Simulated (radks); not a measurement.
Task: These are the eigenvalues of the occupied orbitals of an atom or ion with whole-number occupations (hartree). Method: non-relativistic Kohn-Sham, exchange-only B88, spin-polarised, spherical densities, point nucleus; computed with a radial shooting solver on a logarithmic mesh with Libxc functionals.

orbital  eigenvalue
1s up     -424.1324
1s down   -424.1284
2s up     -53.13425
2s down   -53.13278
2p up     -47.52070
2p down   -47.51736
3s up      -6.69978
3s down    -6.69448
3p up      -4.80576
3p down    -4.79946
3d up      -1.48454
3d down    -1.47385
4s up      -0.51921
4s down    -0.41454
4p up      -0.19747

Which element is it, and in what charge state? The configuration may be excited. Open shells, if any, are filled with parallel spins first.

Result: Z = 33, arsenic, charge 0: As in [Ar] 3d10 4s2 4p3. The list shows which subshells hold electrons but not how many an open one holds; the 1s level, -424.13 hartree, gives Z - s = 29.1 by -(Z - s)^2/2, which with screening narrows Z to a few neighbours, and the depths of the outer levels then fix element, charge and occupations together.
